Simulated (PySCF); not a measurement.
C₂H₁₀GeSSi (SMILES C[SiH](C)[S][GeH3]), singlet, at a GFN2-xTB geometry, atoms displaced at random by about 0.08 Å a coordinate; PBE0/STO-3G, gradient (PySCF).

The PySCF input:
```python
from pyscf import gto, scf, dft

mol = gto.M(
    atom='''
Si   -1.50100954   -0.12484051    0.61520665
C    -1.28140956    1.88174655    0.70303901
C    -3.23192969   -0.61087008    0.15609788
S     0.05067301   -1.00554041   -0.79509374
Ge    1.66596930    0.10115720   -0.18404049
H    -1.15394702   -0.45390953    1.99024198
H    -2.08639345    2.50454822    1.12021599
H    -1.26177457    2.22428875   -0.41045902
H    -0.22242471    2.31044868    0.89052051
H    -3.40381741   -1.50892023    0.16337264
H    -3.99056469   -0.12769972    0.65387873
H    -3.40758107   -0.15491582   -0.99917750
H     1.85679735    1.41113107   -0.72587020
H     1.96574764    0.15579211    1.23671678
H     2.93679831   -0.72124882   -0.61996393
''',
    basis='sto-3g',
    verbose=4,
)

mf = dft.RKS(mol)
mf.xc = 'pbe0'
mf.grids.level = 0
mf.kernel()
g = mf.nuc_grad_method()
g.grid_response = True
grad = g.kernel()
```

Output, abridged:

```
PySCF version 2.14.0

[INPUT] verbose = 4
[INPUT] num. atoms = 15
[INPUT] num. electrons = 84
[INPUT] charge = 0
[INPUT] spin (= nelec alpha-beta = 2S) = 0
[INPUT] symmetry False subgroup None
[INPUT] Mole.unit = angstrom
[INPUT] Symbol           X                Y                Z      unit          X                Y                Z       unit  Magmom
[INPUT]  1 Si    -1.501009540000  -0.124840510000   0.615206650000 AA   -2.836496940959  -0.235914373151   1.162572078511 Bohr   0.0
[INPUT]  2 C     -1.281409560000   1.881746550000   0.703039010000 AA   -2.421513121799   3.555985615345   1.328551183785 Bohr   0.0
[INPUT]  3 C     -3.231929690000  -0.610870080000   0.156097880000 AA   -6.107461967950  -1.154377148891   0.294982241825 Bohr   0.0
[INPUT]  4 S      0.050673010000  -1.005540410000  -0.795093740000 AA    0.095758110807  -1.900195982083  -1.502509411956 Bohr   0.0
[INPUT]  5 Ge     1.665969300000   0.101157200000  -0.184040490000 AA    3.148225708933   0.191159403528  -0.347786121931 Bohr   0.0
[INPUT]  6 H     -1.153947020000  -0.453909530000   1.990241980000 AA   -2.180643830058  -0.857764697030   3.761012263812 Bohr   0.0
[INPUT]  7 H     -2.086393450000   2.504548220000   1.120215990000 AA   -3.942712208586   4.732910201567   2.116901421459 Bohr   0.0
[INPUT]  8 H     -1.261774570000   2.224288750000  -0.410459020000 AA   -2.384408368241   4.203296559451  -0.775655133157 Bohr   0.0
[INPUT]  9 H     -0.222424710000   2.310448680000   0.890520510000 AA   -0.420321785236   4.366115230063   1.682839872208 Bohr   0.0
[INPUT] 10 H     -3.403817410000  -1.508920230000   0.163372640000 AA   -6.432282682926  -2.851445978516   0.308729545847 Bohr   0.0
[INPUT] 11 H     -3.990564690000  -0.127699720000   0.653878730000 AA   -7.541074346460  -0.241317496984   1.235651718378 Bohr   0.0
[INPUT] 12 H     -3.407581070000  -0.154915820000  -0.999177500000 AA   -6.439394969552  -0.292748472162  -1.888171824828 Bohr   0.0
[INPUT] 13 H      1.856797350000   1.411131070000  -0.725870200000 AA    3.508838460318   2.666651248164  -1.371695879983 Bohr   0.0
[INPUT] 14 H      1.965747640000   0.155792110000   1.236716780000 AA    3.714724669610   0.294404420268   2.337056007854 Bohr   0.0
[INPUT] 15 H      2.936798310000  -0.721248820000  -0.619963930000 AA    5.549744488986  -1.362962737466  -1.171562034809 Bohr   0.0

nuclear repulsion = 537.447265108408
number of shells = 34
number of NR pGTOs = 168
number of NR cGTOs = 56
basis = sto-3g
ecp = {}

******** <class 'pyscf.dft.rks.RKS'> ********
method = RKS
initial guess = minao
damping factor = 0
level_shift factor = 0
DIIS = <class 'pyscf.scf.diis.CDIIS'>
diis_start_cycle = 1
diis_space = 8
diis_damp = 0
SCF conv_tol = 1e-09
SCF conv_tol_grad = None
SCF max_cycles = 50
direct_scf = True
direct_scf_tol = 1e-13
XC library pyscf.dft.libxc version 7.1.2
    S. Lehtola, C. Steigemann, M. J. T. Oliveira, and M. A. L. Marques,  SoftwareX 7, 1–5 (2018)
XC functionals = pbe0
    C. Adamo and V. Barone,  J. Chem. Phys. 110, 6158 (1999)
    M. Ernzerhof and G. E. Scuseria,  J. Chem. Phys. 110, 5029 (1999)
radial grids:
    Treutler-Ahlrichs [JCP 102, 346 (1995); DOI:10.1063/1.469408] (M4) radial grids

becke partition: Becke, JCP 88, 2547 (1988); DOI:10.1063/1.454033
pruning grids: <function nwchem_prune>
grids dens level: 0
symmetrized grids: False
atomic radii adjust function: <function treutler_atomic_radii_adjust>
small_rho_cutoff = 0
Set gradient conv threshold to 3.16228e-05
Initial guess from minao.
tot grids = 14072
init E= -2811.1498028719
  HOMO = -0.423352491548433  LUMO = -0.133325514190583  gap/eV = 7.89204
cycle= 1 E= -2813.61338220394  delta_E= -2.46  |g|= 0.498  |ddm|= 4.41
  HOMO = -0.0103247973294465  LUMO = 0.161940968440946  gap/eV = 4.68759
cycle= 2 E= -2813.65123600548  delta_E= -0.0379  |g|= 0.435  |ddm|= 1.83
  HOMO = -0.124424523896767  LUMO = 0.156216515431299  gap/eV = 7.63663
cycle= 3 E= -2813.72378253172  delta_E= -0.0725  |g|= 0.0291  |ddm|= 0.84
  HOMO = -0.130711329257321  LUMO = 0.148881870306459  gap/eV = 7.60812
cycle= 4 E= -2813.72406822836  delta_E= -0.000286  |g|= 0.0132  |ddm|= 0.0673
  HOMO = -0.130027658028425  LUMO = 0.150422714252048  gap/eV = 7.63144
cycle= 5 E= -2813.72412774748  delta_E= -5.95e-05  |g|= 0.00249  |ddm|= 0.022
  HOMO = -0.129728301384837  LUMO = 0.150973222068079  gap/eV = 7.63828
cycle= 6 E= -2813.72412984148  delta_E= -2.09e-06  |g|= 0.000447  |ddm|= 0.00432
  HOMO = -0.129687680937243  LUMO = 0.150919955343904  gap/eV = 7.63572
cycle= 7 E= -2813.72412991625  delta_E= -7.48e-08  |g|= 0.000129  |ddm|= 0.001
  HOMO = -0.129729833496162  LUMO = 0.150898873195417  gap/eV = 7.63630
cycle= 8 E= -2813.72412992359  delta_E= -7.33e-09  |g|= 3.68e-05  |ddm|= 0.000352
  HOMO = -0.129721239491304  LUMO = 0.150903220509565  gap/eV = 7.63618
cycle= 9 E= -2813.72412992421  delta_E= -6.21e-10  |g|= 3.31e-06  |ddm|= 7.99e-05
  HOMO = -0.129721813549016  LUMO = 0.150903230363031  gap/eV = 7.63620
Extra cycle  E= -2813.72412992419  delta_E= 1.23e-11  |g|= 2.67e-06  |ddm|= 1.1e-05
converged SCF energy = -2813.72412992419

******** <class 'pyscf.grad.rks.Gradients'> for <class 'pyscf.dft.rks.RKS'> ********
unit = Eh/Bohr
grid_response = True
--------------- RKS gradients ---------------
         x                y                z
0 Si    -0.0444531537    -0.0479218772    -0.0074757797
1 C    -0.0397821107     0.0020661297     0.0889723346
2 C    -0.0651452666    -0.2450952011     0.1249301761
3 S     0.0709563983     0.0045239496    -0.0155567129
4 Ge    -0.0941707891    -0.0041607445    -0.0164325504
5 H     0.0030509895     0.0114406940     0.0058858131
6 H    -0.0048582158     0.0087093531    -0.0132286638
7 H     0.0169197091     0.0163115282    -0.0315713493
8 H     0.0389065512     0.0255693673    -0.0234211913
9 H     0.0389674781     0.2354932391     0.0042268486
10 H     0.0381853449    -0.0320031645    -0.0430010866
11 H    -0.0139289927     0.0420234201    -0.0778371396
12 H     0.0052289067     0.0091068245    -0.0022009496
13 H     0.0113577908    -0.0015730643     0.0133033533
14 H     0.0387653602    -0.0244904540    -0.0065931025
----------------------------------------------
```
